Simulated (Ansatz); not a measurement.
System: HgI2, net charge -1, doublet state. The spin state was set by rule; other spins were not relaxed. SMILES of the parent species: [I][Hg][I]
Coordinates optimised at B3LYP-D3(BJ)/def2-TZVP (Ansatz, an electronic-structure program):
```xyz
3

Hg     0.0000     0.0000     0.0000
I      0.0000     0.0000     3.0393
I      0.0000     0.0000    -3.0393
```
Charge -1, spin multiplicity 2.

Q: Give the harmonic wavenumbers at B3LYP-D3(BJ)/def2-TZVP (Ansatz, finite differences of forces, unscaled).

A: 3, 3, 75, 101 cm⁻¹. Zero-point energy 0.3 kcal/mol.
